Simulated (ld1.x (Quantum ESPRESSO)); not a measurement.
## Configuration tests for phosphorus (ultrasoft)

phosphorus (P), ultrasoft, made with ld1.x (Quantum ESPRESSO) 7.5 (BP86, non-relativistic). Core [Ne], reference 3s2 3p3. Waves: 3s (bound): rcut 1.30, rcutus 1.65 bohr; 3s channel at -0.25 Ry: rcut 1.30, rcutus 1.65 bohr; 3p (bound): rcut 1.55, rcutus 1.90 bohr; 3p channel at 1.1 Ry: rcut 1.55, rcutus 1.90 bohr; 3d channel at 0.4 Ry: rcut 1.20, rcutus 1.55 bohr; 3d channel at 1.9 Ry: rcut 1.20, rcutus 1.55 bohr. Local part: all-electron potential smoothed inside 1.30 bohr (lloc = -2). Core correction: Bessel-smoothed model core, default radius (core density twice the valence density). Augmentation charge: built from norm-conserving waves at rcut, not smoothed further.

Energies are relative to the spin-unpolarised reference configuration 3s2 3p3; without spin polarisation the order of configurations can differ from experiment.

```
valence configuration  charge  ΔE all-electron (eV)  error AE − PS (meV)
              3s2 3p2      +1                 9.837                 +1.3
              3s2 3p1      +2                29.097                  +11
              3s2 3p0      +3                58.966                  +46
            3s2 3p2.5    +0.5                 3.829                 +0.2
              3s1 3p4       0                 8.455                 -1.9
```

(1) What are ΔE and the potential's error for 3s2 3p3.3?

(2) What are ΔE and the potential's error for 3s0 3p5?

Levels in the configuration 3s2 3p1:

```tsv
level	all-electron (eV)	pseudo (eV)
3s	-33.983	-33.966
3p	-24.393	-24.374
```

## Answers

(1) ΔE = -1.340 eV all-electron; the error (AE − PS) is 0.0 meV.

(2) ΔE = 17.041 eV all-electron; the error (AE − PS) is -7.6 meV.
